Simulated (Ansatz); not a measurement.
`C=CCCCCCCCC`, charge 0, multiplicity 1.

(1) Give a relaxed structure at PBE0-D4/def2-TZVP (Ansatz 0.2.0). (An estimate is asked.)

Answers

(1) Ansatz gave: 
Z-matrix (Å, degrees):
```
C
C 1 1.492
C 1 1.530 2 115.2
H 1 1.096 2 109.2 3 -123.5
H 1 1.098 2 108.3 3 121.0
C 2 1.326 1 125.2 3 124.6
H 2 1.090 1 116.0 3 -56.1
C 3 1.526 1 114.9 2 -64.1
H 3 1.097 1 109.5 2 59.6
H 3 1.094 1 107.3 2 174.2
H 6 1.086 2 121.3 1 -0.8
H 6 1.084 2 121.8 1 179.1
C 8 1.525 3 114.4 1 86.9
H 8 1.095 3 109.0 1 -37.2
H 8 1.096 3 109.1 1 -152.2
C 13 1.531 8 114.5 3 -178.7
H 13 1.094 8 109.9 3 -55.2
H 13 1.096 8 107.4 3 59.6
C 16 1.526 13 114.8 8 95.3
H 16 1.094 13 109.1 8 -144.3
H 16 1.096 13 109.5 8 -29.4
C 19 1.524 16 116.4 13 -61.8
H 19 1.096 16 108.1 13 60.6
H 19 1.097 16 108.7 13 175.2
C 22 1.520 19 114.0 16 -64.5
H 22 1.095 19 109.6 16 59.4
H 22 1.095 19 108.3 16 174.1
H 25 1.093 22 111.3 19 -177.8
H 25 1.093 22 112.0 19 61.9
H 25 1.094 22 110.9 19 -58.0
```
This is one stationary point; other conformers may exist.
